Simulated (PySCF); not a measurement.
C4H10OSi, SMILES CCC(=O)[SiH2]C.

Coordinates come from a PBE0-D3(BJ)/def2-SVP optimisation. The geometry has at least one imaginary mode, so it is a saddle point at that level. This is a generated structure with no PubChem entry under its InChIKey; it may be hypothetical. Other conformers were not sampled.

Computed with PBE/def2-TZVP in PySCF.

```yaml
total_energy: -522.80432 hartree
point_group: Cs
highest_occupied_level: -5.28 eV
lowest_empty_level: -2.11 eV
orbital_gap: 3.17 eV
dipole_moment: 1.54 D
quadrupole, principal values (traceless, Buckingham form, about the centre of nuclear charge): -7.29, 1.20, 6.09 D·Å
mean_static_polarisability: 82.6 bohr³ (12.24 Å³)
polarisability_principal_values: 65.6, 81.8, 100.5 bohr³
```
